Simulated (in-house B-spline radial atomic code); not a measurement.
# RPA and G0W0 on PBEsol: Cd7+

Configuration [Kr] 4d5, highest spin, mean-field start PBEsol. Computed with a B-spline radial code for spherical atoms: all electrons, non-relativistic, point nucleus, each spin shell either full or empty, empty states to l = 9 with an (l + 1/2)⁻⁴ tail; G0W0 by contour deformation at full frequency.

Without relativity these are model numbers: it shifts the levels of so heavy an element strongly and can reorder them.

Command:
```bash
python run_gw.py task.json out
```
Settings (radii: box in bohr, nucleus in fm):
```
Z                        48
electrons                41
configuration            [Kr] 4d5
hamiltonian              nr
method                   pbesol
lmax                     9
spin_polarised           True
box_radius               8.41
intervals                51
```

Time taken, with all properties: 2.4 s on 1 thread of Arm Neoverse V2, with other jobs on the host.

Energies (hartree):

```
                                     term        value
                         mean-field total  -5450.49231
Hartree-Fock functional on these orbitals  -5451.44295
                      direct second order      -3.4954
                    second-order exchange      0.99803
                         SOSEX correction       0.9386
```

**Question.** What is the RPA correlation energy, and what remains with SOSEX?

**Answer.** RPA gives -3.1326 hartree (-2.08 eV per electron); RPA + SOSEX gives -2.194, and the second-order doubles -2.4974 hartree (no singles). RPA lacks exchange-type terms and so overcorrelates at short range.

Quasi-particle levels (eV):

```tsv
level	occupied	mean field	Σx - vxc	Σc	QP weight	G0W0
4d up	yes	-122.17	-10.80	?	?	?
4p down	yes	-174.19	-10.84	-0.39	0.955	-185.43
4d down	no	-116.76	13.09	-4.10	0.965	-107.77
```

G0W0 = mean field + (Σx - vxc) + Σc, with Σc (partial-wave tail included) taken at the quasi-particle energy. Only the outer levels were computed. Levels of low weight are left out.

**Question.** Where does G0W0 put 4d up?

**Answer.** At -132.97 eV, with Σc = 0.00 eV and a quasi-particle weight of 0.964. The tabulated removal energy is 130.1 ± 2.1 eV (NIST, tabulated theory); the calculation leaves out relativity, Breit and QED terms, and what these don't explain is the method's own error.
